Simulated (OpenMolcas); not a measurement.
## Fe VI: effect of the level shift or regulariser

- Program: OpenMolcas 26.06
- Basis: ANO-RCC-VTZP [6s5p3d2f1g]
- Scalar Hamiltonian: DKH2, point nucleus
- Active space: 3 electrons in 5 orbitals (3d)
- State averaging: 2S+1 = 4 even, 10 roots; 2S+1 = 2 even, 40 roots
- Spin-orbit coupling: RASSI with atomic mean-field integrals over the reference wave functions, term energies averaged over their components

Methods on the same reference wave functions:
A. CASSCF
B. MS-CASPT2, IPEA 0.25 Eh, imaginary shift 0.1 Eh (closed shells correlated: 3s 3p)
C. MS-CASPT2, IPEA 0.25 Eh, real shift 0.2 Eh (closed shells correlated: 3s 3p)
D. MS-CASPT2, IPEA 0.25 Eh, sigma2 regulariser 0.3 Eh (closed shells correlated: 3s 3p)

Energies in eV above 3d3 4F 3/2, the measured ground level; measured values from Corliss and Sugar, J. Phys. Chem. Ref. Data 11, 135 (1982).

```json
{"Level": "3d3 4F 3/2", "A": "0.0000", "B": "0.0000", "C": "0.0000", "D": "0.0000", "Measured": "0.0000"}
{"Level": "3d3 4F 5/2", "A": "0.0668", "B": "0.0674", "C": "0.0674", "D": "0.0674", "Measured": "0.0634"}
{"Level": "3d3 4F 7/2", "A": "0.1572", "B": "0.1580", "C": "0.1580", "D": "0.1580", "Measured": "0.1473"}
{"Level": "3d3 4F 9/2", "A": "0.2682", "B": "0.269", "C": "0.269", "D": "0.269", "Measured": "0.2480"}
{"Level": "3d3 4P 1/2", "A": "2.8825", "B": "2.430", "C": "2.431", "D": "2.430", "Measured": "2.3233"}
{"Level": "3d3 4P 3/2", "A": "2.9068", "B": "2.453", "C": "2.454", "D": "2.453", "Measured": "2.3485"}
{"Level": "3d3 2G 7/2", "A": "2.9638", "B": "2.614", "C": "2.615", "D": "2.614", "Measured": "2.5561"}
{"Level": "3d3 4P 5/2", "A": "2.9896", "B": "2.537", "C": "2.538", "D": "2.537", "Measured": "2.4314"}
{"Level": "3d3 2G 9/2", "A": "3.0529", "B": "2.706", "C": "2.706", "D": "2.706", "Measured": "2.6427"}
{"Level": "3d3 2P 1/2", "A": "3.9015", "B": "3.398", "C": "3.407", "D": "3.398", "Measured": "3.2850"}
{"Level": "3d3 2P 3/2 [60 %]", "A": "3.9143", "B": "3.372", "C": "3.378", "D": "3.372", "Measured": "3.2502"}
{"Level": "3d3 2H 9/2", "A": "3.9153", "B": "3.664", "C": "3.662", "D": "3.665", "Measured": "3.5614"}
{"Level": "3d3 2H 11/2", "A": "3.9804", "B": "3.731", "C": "3.729", "D": "3.731", "Measured": "3.6207"}
{"Level": "3d3 2D 3/2(1) [62 %]", "A": "4.2907", "B": "3.683", "C": "3.687", "D": "3.683", "Measured": "3.5494"}
{"Level": "3d3 2D 5/2(1)", "A": "4.3269", "B": "3.678", "C": "3.679", "D": "3.678", "Measured": "3.5316"}
{"Level": "3d3 2F 7/2", "A": "6.6934", "B": "5.930", "C": "5.931", "D": "5.930", "Measured": "5.7302"}
{"Level": "3d3 2F 5/2", "A": "6.7326", "B": "5.968", "C": "5.969", "D": "5.968", "Measured": "5.7781"}
{"Level": "3d3 2D 5/2(2)", "A": "10.4422", "B": "9.323", "C": "9.324", "D": "9.323", "Measured": "8.8906"}
{"Level": "3d3 2D 3/2(2)", "A": "10.4889", "B": "9.368", "C": "9.370", "D": "9.368", "Measured": "8.9329"}
```

Deviations, from unrounded energies. A percentage is the sum of absolute deviations over the sum of measured energies, with the sign that they share, or ± where signs differ.

```tsv
Against measurement	Levels	A	B	C	D
mean absolute deviation (cm-1)	18	5000	1100	1100	1100
fine structure of the ground term (%)	3	+7.3	+7.7	+7.7	+7.7
other terms of the ground configuration (%)	15	+17.7	+3.9	+3.9	+3.9
```

B, C, D lie about equally close to measurement and A furthest from it. The largest miss of D in the table is 3d3 2D 3/2(2), by +3500 cm-1. The ranking rests on the paired levels alone, and a cruder setting can come out closer through cancelling errors.

Among B to D the level of the table that moves most is 3d3 2P 1/2, by 74 cm-1 (lowest in D, highest in C). Moves below CASPT2's spread within the term are not significant.

The mean deviations of B to D differ by less than CASPT2's widest spread within a term (1000 cm-1), so their order carries little weight.

From A to B the spin-free energies of the other terms of 3d3 shown, above 4F, scale by factors of 0.84 to 0.93, as is usual when dynamic correlation screens the repulsion within a d or f shell.

The lowest spin-free term lies below A's lowest term by 0.296 hartree in B, 0.296 hartree in C, 0.296 hartree in D.

CASPT2 breaks the degeneracy within a term, and the mean is taken; among the terms shown or strongly mixed into the levels shown the widest spread is 1000 cm-1 (3d3 4F, D). Without dynamic correlation excited terms often stand tens of per cent too high (terms of higher spin than the ground term too low), and those without a measured partner can miss by more than the paired ones (holds for A). Computed and measured levels are paired by configuration, term and J; levels that our copy of the source lacks, or whose pairing is in doubt (as where it misses far off the trend of its configuration), stay unpaired and out of the deviations. Only configurations of the active space appear.

A share in square brackets marks a mixed level and gives the weight of the term that names it, the lowest over the columns. A number in round brackets counts repeated terms of one configuration in the order of the reference energies.
